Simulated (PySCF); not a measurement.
SMILES Fc1c(F)c(F)c(-c2cc3sccc3s2)c(F)c1F (C₁₂H₃F₅S₂), singlet (GFN2-xTB optimised geometry):

```
22

F     -2.390    -4.823     0.000
C     -1.708    -3.678     0.000
C     -2.369    -2.455     0.000
F     -3.702    -2.416     0.000
C     -1.648    -1.269     0.000
F     -2.358    -0.134     0.000
C     -0.243    -1.225     0.000
C      0.492     0.019     0.000
C      1.859     0.199     0.000
C      2.209     1.551     0.000
S      3.702     2.423     0.000
C      2.839     3.921     0.000
C      1.487     3.782     0.000
C      1.120     2.422     0.000
S     -0.364     1.560     0.000
C      0.388    -2.483     0.000
F      1.723    -2.580     0.000
C     -0.317    -3.678     0.000
F      0.349    -4.835     0.000
H      2.585    -0.590     0.000
H      3.400     4.835     0.000
H      0.792     4.601     0.000
```

Method: CAM-B3LYP/def2-SVP in PySCF.

**Question.** What are the frontier orbital energies and the dipole moment?

**Answer.** HOMO-2 -8.87 eV, HOMO-1 -7.98 eV, HOMO -7.33 eV, LUMO -0.92 eV, LUMO+1 0.45 eV; dipole moment 2.34 D.

Meta-Löwdin charges at CAM-B3LYP/def2-SVP: F1 -0.23, C2 0.23, C3 0.23, F4 -0.23, C5 0.24, F6 -0.24, C7 -0.04, C8 -0.11, C9 -0.13, C10 -0.12, S11 0.24, C12 -0.21, C13 -0.14, C14 -0.12, S15 0.25, C16 0.25, F17 -0.24, C18 0.22, F19 -0.23, H20 0.13, H21 0.13, H22 0.12.
